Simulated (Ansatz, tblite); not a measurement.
Cost and result up the ladder for Pd₃H₄⁻ (7 atoms). Charge -1, multiplicity 2. Geometry: PBE-D4/def2-TZVPD.

| atom | x (Å) | y (Å) | z (Å) |
| --- | --- | --- | --- |
| Pd1 | 0.0905 | 0.9783 | 0.6371 |
| Pd2 | 1.0877 | -0.8011 | -1.2176 |
| Pd3 | -0.5737 | -1.6795 | 0.7377 |
| H4 | -0.3090 | -1.6863 | -0.9693 |
| H5 | 0.3585 | 2.5572 | 0.6366 |
| H6 | -1.2353 | -0.2016 | 1.1218 |
| H7 | 0.5813 | 0.8329 | -0.9464 |

Ansatz on 4 threads of Arm Neoverse V2 on a shared host; xTB runs through tblite on one thread. Times are rough, summed over both states, and most runs start from the orbitals of an earlier one. No level here is sound enough to serve as a yardstick. The other state is a singlet.

In the def2 sets Pd takes a core potential; there is no spin–orbit coupling. The xTB rows come from tblite. Another isomer (doublet) lies 0.13 eV lower at PBE0-D4/def2-TZVPD.

Raw xTB energies of ions are shifted by several eV, and xTB has no spin-polarisation term.

```
                             level  functions  wall time  vertical IE (eV)                                                               remarks
                          GFN2-xTB         31    0.006 s              6.90                                                                     –
                          GFN1-xTB         35    0.008 s              7.11                                                                     –
                 PBE-D4/def2-TZVPD        156      5.6 s              2.26  HOMO above zero (-1 doublet), restricted singlet, untested (singlet)
                PBE0-D4/def2-TZVPD        156      8.5 s              2.24                                restricted singlet, untested (singlet)
r2SCAN-D4/def2-TZVPD (with forces)        156       14 s              2.18                                restricted singlet, untested (singlet)
```
